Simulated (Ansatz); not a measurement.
Reaction (ligand exchange at the Al–Cl bond): `[SiH3][O][Al]([Cl])[O][SiH3]` + H–F → `[F][Al]([O][SiH3])[O][SiH3]` + HCl

Program: Ansatz. Geometries: PBE0-D4/def2-TZVP. ΔE: electronic, gas phase. CCSD(T)/CBS adds triple-zeta CCSD(T) − MP2 to the extrapolated MP2 energy (def2 sets, frozen cores). This one scheme is used for every species. DFT in def2-TZVPP. B3LYP here is the variant with VWN-RPA as its local correlation; programs differ in this. HSE06 is defined as in plane-wave codes. One conformer a species, not always the lowest.

`[SiH3][O][Al]([Cl])[O][SiH3]`:

Z-matrix (Å, degrees):
```
Si
O 1 1.627
H 1 1.486 2 110.1
H 1 1.486 2 109.8 3 120.2
H 1 1.486 2 109.6 3 -119.9
Al 2 1.663 1 170.3 3 -48.3
O 6 1.663 2 120.8 1 179.2
Cl 6 2.078 2 119.6 1 -0.8
Si 7 1.627 6 169.4 2 -179.4
H 9 1.486 7 110.1 6 44.3
H 9 1.486 7 109.8 6 -75.9
H 9 1.486 7 109.6 6 164.2
```

H–F:

```xyz
2

F     0.162   -0.229    0.365
H    -0.162    0.229   -0.365
```

`[F][Al]([O][SiH3])[O][SiH3]`:

```xyz
12

F     2.568   -1.109   -0.093
Al    1.065   -0.459   -0.037
O    -0.170   -1.339    0.644
Si   -1.357   -2.226    1.313
O     0.817    1.061   -0.662
Si    0.612    2.548   -1.286
H    -2.563   -1.384    1.524
H    -0.909   -2.766    2.623
H    -1.707   -3.356    0.414
H    -0.735    3.066   -0.931
H     0.736    2.493   -2.766
H     1.643    3.471   -0.744
```

HCl:

```xyz
2

Cl    0.638   -0.030    0.036
H    -0.638    0.030   -0.036
```

```tsv
level	ΔE (kJ/mol)	difference from CCSD(T)/CBS
LDA (SPW92)	-18.8	-0.8
PBE-D4	-16.2	1.8
revPBE-D4	-14.5	3.5
r2SCAN-D4	-19.9	-1.9
B97M-V	-21.6	-3.6
PBE0-D4	-13.2	4.8
B3LYP-D4	-22.0	-4.0
r2SCANh-D4	-18.5	-0.5
r2SCAN0-D4	-16.8	1.2
HSE06-D4	-12.7	5.3
BHLYP-D4	-20.0	-2.0
CAM-B3LYP-D4	-25.5	-7.5
ωB97X-V	-20.2	-2.2
ωB97M-V	-19.6	-1.6
B2PLYP	-24.7	-6.7
PBE-QIDH	-15.4	2.6
PBE	-19.5	-1.5
revPBE	-19.6	-1.6
BLYP	-30.8	-12.8
r2SCAN	-20.8	-2.8
PBE0	-16.3	1.7
B3LYP	-27.3	-9.3
r2SCAN0	-18.0	0.0
HSE06	-15.7	2.3
BHLYP	-25.4	-7.4
CAM-B3LYP	-28.9	-10.9
LC-ωPBE	-21.8	-3.8
RPA@PBE/def2-TZVPP	-24.8	-6.8
HF/def2-SVP	-21.4	-3.4
MP2/def2-SVP	-25.0	-7.0
CCSD/def2-SVP	-27.2	-9.2
CCSD(T)/def2-SVP	-26.4	-8.4
HF/def2-TZVPP	-23.1	-5.1
MP2/def2-TZVPP	-18.1	-0.1
SCS-MP2/def2-TZVPP	-22.7	-4.7
CCSD/def2-TZVPP	-22.7	-4.7
HF/def2-QZVPP	-25.5	-7.5
MP2/def2-QZVPP	-17.2	0.8
HF/CBS(def2)	-25.8	-7.8
MP2/CBS(def2)	-15.0	3.0
CCSD(T)/CBS	-18.0	0
```

Largest T1 diagnostic among the species: 0.012.

At CCSD(T), def2-SVP lies −8.4 kJ/mol from the extrapolated value and def2-TZVPP −3.1 kJ/mol. From PBE to PBE0 (25 % exact exchange), in def2-TZVPP and without D4, ΔE moves by +3.2 kJ/mol. The D4 term adds +5.3 kJ/mol with B3LYP and +3.1 kJ/mol with PBE0; it sums over pairs of atoms, weighted by their polarisabilities, and B3LYP, whose exchange is more repulsive, gets the larger term.

CCSD(T)/CBS has its own doubt, a few kJ/mol and more with outer-core shells, so smaller differences from it don't rank the levels.
